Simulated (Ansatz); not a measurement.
The cluster Li₆ (the lowest singlet isomer of a short search) was relaxed with r2SCAN (def2-TZVP, def2-TZVPD) in Ansatz in these states: charge -1 doublet, neutral quintet, neutral triplet. The geometries follow in no particular order.

A:

Cartesian coordinates in Å:
```
Li -1.0449 0.6292 -1.7458
Li -0.1926 1.8406 1.0502
Li -1.7307 -0.5492 1.1095
Li 1.0449 -0.6292 1.7458
Li 1.7307 0.5492 -1.1095
Li 0.1926 -1.8406 -1.0502
```

B:

```xyz
6

Li   -0.3486    0.4792   -1.4920
Li    1.2244    2.0335    0.3672
Li   -1.9922    1.0615    0.8244
Li    0.3671   -0.4892    1.4843
Li    1.9888   -1.0594   -0.8229
Li   -1.2395   -2.0256   -0.3610
```

C:

Cartesian coordinates in Å:
```
Li -1.135 0.484 -0.942
Li 1.344 2.195 -0.951
Li -0.139 1.621 1.586
Li 1.422 -0.534 0.322
Li -0.282 -2.378 -1.343
Li -1.209 -1.387 1.328
```

**Question.** Judge from the bond lengths which geometry belongs to which state (an estimate).

**Answer.** A is the neutral quintet (Li1–Li4 4.259 Å, Li4–Li5 3.164 Å, Li4–Li6 3.164 Å); B is the charge -1 doublet (Li1–Li4 3.211 Å, Li4–Li5 2.877 Å, Li4–Li6 2.889 Å); C is the neutral triplet (Li1–Li4 3.028 Å, Li4–Li5 3.013 Å, Li4–Li6 2.943 Å).

At r2SCAN/def2-TZVPD the relaxed charge -1 doublet is spin-contaminated (final ⟨S²⟩ up to 0.87, 0.75 for a pure state). At r2SCAN/def2-TZVPD the highest occupied level of the relaxed charge -1 doublet lies above zero (up to 0.09 eV). It is a level of β spin, whose loss leaves a triplet; that state wasn't run at this geometry and level. The electron is either unbound and held by the finite basis, or the level is raised by self-interaction error. At PBE0/def2-TZVP a broken-symmetry singlet lies 0.86 eV below the neutral quintet. At PBE0/def2-TZVP a broken-symmetry singlet lies 0.09 eV below the neutral triplet. These are the stationary points nearest to one start from a short search; other shapes may lie lower in each state.
